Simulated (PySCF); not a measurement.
H₃NO₂SW, multiplicity 1. Atoms are numbered in the order given.

```xyz
8

W     -0.0093     0.1604     0.0235
O      1.1216     1.0733     0.9293
S      0.6143    -1.8938    -0.1987
O     -0.2315     0.9730    -1.6760
H     -0.3058     0.5248    -2.5289
N     -1.6720     0.1755     1.0270
H     -1.8852     0.8730     1.7379
H     -2.3670    -0.5682     1.0183
```

Geometry: B3LYP-D3(BJ)/def2-SVP. The multiplicity is an assumed one; no other spin state was optimised. The structure was generated by enumeration; whether it is a known compound was not checked. The def2 effective core potentials stand for the cores of W; spin–orbit coupling is left out. One conformer was computed; it need not be the lowest.

All values below come from PySCF with CAM-B3LYP/def2-TZVP.

ESP charges are fitted to the potential on shells at 1.4 to 2.0 van der Waals radii. Atomic charges (e):

```csv
atom,Löwdin,Mulliken,ESP fit
W1,0.45,1.30,0.98
O2,-0.29,-0.47,-0.40
S3,(withheld),-0.36,-0.33
O4,(withheld),-0.64,-0.53
H5,0.18,0.35,0.37
N6,-0.37,-0.72,-0.87
H7,(withheld),0.27,0.41
H8,(withheld),0.27,0.36
```

Problem. What belongs in the gaps? (Estimate from the structure and the level; the computed values follow.)

Solution. 
- S3, Löwdin: 0.02
- O4, Löwdin: -0.31
- H7, Löwdin: 0.17
- H8, Löwdin: 0.16
